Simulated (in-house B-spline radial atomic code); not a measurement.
A radial electron density 4πr²n(r) was computed for an atom or ion in its tabulated ground configuration with an all-electron radial atomic-structure program (B-spline basis); method: Dirac-Kohn-Sham HSE06, spherical fractional occupations, exact exchange averaged over the configuration. Columns: r (bohr), 4πr²n(r) (electrons per bohr), bar.

```
 0.00457   0.3365 #
 0.00547   0.4701 #
 0.00656   0.6562 ##
 0.00787   0.9113 ###
 0.00943    1.254 ####
  0.0113    1.713 #####
  0.0136    2.333 #######
  0.0162     3.09 #########
  0.0195    4.103 ############
  0.0234    5.331 ################
   0.028    6.766 ####################
  0.0336    8.418 #########################
  0.0402    10.15 ###############################
  0.0482    11.87 ####################################
  0.0578    13.34 ########################################
  0.0693    14.32 ###########################################
  0.0831    14.58 ############################################
  0.0996       14 ##########################################
   0.119     12.7 ######################################
   0.143    10.94 #################################
   0.172    9.347 ############################
   0.206    8.544 ##########################
   0.247    8.835 ###########################
   0.296    10.09 ##############################
   0.354    11.63 ###################################
   0.425    12.63 ######################################
   0.509    12.33 #####################################
   0.611    10.58 ################################
   0.732    7.883 ########################
   0.878    5.038 ###############
    1.05    2.816 ########
    1.26    1.448 ####
    1.51   0.8521 ###
    1.81   0.6556 ##
    2.17    0.543 ##
    2.61   0.3791 #
    3.12   0.2064 #
    3.74  0.08196 
    4.49  0.02211 
    5.38 0.003906 
    6.45 0.0004097 
    7.73 2.319e-05
```

Which atom or ion is it?
A. P4+
B. S3+
C. Al2+
D. Mg2+

C. The area under the curve, ∫4πr²n dr = ∫r·4πr²n d(ln r) on this logarithmic grid, is 11 electrons; among the options with that count, the innermost peak, which lies near 1/Z bohr, picks Z = 13. The configuration is [Ne] 3s1.
